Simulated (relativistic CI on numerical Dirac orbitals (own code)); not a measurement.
## Ir4+ (5d5) in a crystal field

Calculated by Dirac-Coulomb-Breit CI, orbitals from a KLI potential per configuration, model QED (radiative potential, 1s self-energy scaled to tabulated hydrogen-like ionisation energies), valence Slater integrals scaled by 0.65, one configuration in a parametric crystal field (own radial code).

Field parameters in Wybourne normalisation: Td as Oh with Dq negative (B⁴₀ = 21Dq, B⁴₄ = √(5/14) B⁴₀). The field is a parameter set, without covalency.

S is read from ⟨S²⟩ = S(S + 1).

Site symmetry Td; labels are those of the double group. Computed levels in cm⁻¹ above the lowest, in rising order:

```tsv
Δ (size of 10Dq)	Lowest	No. 2	No. 3	No. 4	No. 5	No. 6	No. 7	No. 8
3800	Γ8	141 Γ7	10641 Γ8	13068 Γ7	16242 Γ6	16367 Γ8	16963 Γ7	17381 Γ8
6800	Γ8	282 Γ7	8812 Γ8	12451 Γ7	14420 Γ6	14690 Γ8	15943 Γ7	16708 Γ8
9800	Γ8	566 Γ7	6966 Γ8	11130 Γ7	12684 Γ6	13106 Γ8	15108 Γ7	15897 Γ8
12850	Γ8	1265 Γ7	6020 Γ8	10162 Γ7	11645 Γ6	12171 Γ8	14657 Γ7	15403 Γ8
15850	Γ8	2512 Γ7	6958 Γ8	10492 Γ7	11860 Γ6	12448 Γ8	15200 Γ7	15911 Γ8
18900	Γ8	3821 Γ7	9383 Γ8	12210 Γ7	13136 Γ6	13761 Γ8	16700 Γ7	17413 Γ8
```

Ground-state S against |10Dq| in cm⁻¹: 3800: 2.25, 6800: 2.18, 9800: 2.01, 12850: 1.66, 15850: 1.24, 18900: 0.96.

The spin changes between |10Dq| = 12850 and 15850 cm⁻¹.
